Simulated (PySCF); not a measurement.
Ti(Cl)3(OH) (Cl₃HOTi), SMILES [Ti]([Cl])([Cl])([Cl])[OH], multiplicity 1. Heavy atoms are numbered as in [Ti:1]([Cl:2])([Cl:3])([Cl:4])[OH:5]. Hydrogens are named by the atom that carries them.

The structure is a stationary point at r2SCAN-D4/def2-SVP. The geometry has at least one imaginary mode, so it is a saddle point at that level. The multiplicity is an assumed one; no other spin state was optimised. The isomer is the one that the SMILES or the coordinates give; other isomers of the formula were not compared. Other conformers were not sampled.

Computed with CAM-B3LYP/def2-TZVP in PySCF.

ESP charges are fitted to the potential on shells at 1.4 to 2.0 van der Waals radii. Atomic charges (e), one atom of each kind:

| atom | IAO | Löwdin | ESP fit |
|---|---|---|---|
| Ti1 | 1.33 | -0.47 | (withheld) |
| Cl2 | -0.36 | 0.15 | (withheld) |
| O5 (OH) | -0.65 | -0.19 | (withheld) |
| H on O5 | 0.40 | 0.19 | (withheld) |

Problem. What belongs in the gaps? (An estimate is asked for; the answer gives what the named calculation found.)

Solution. 
- Ti1, ESP fit: 0.39
- Cl2, ESP fit: -0.12
- O5 (OH), ESP fit: -0.48
- H on O5, ESP fit: 0.44
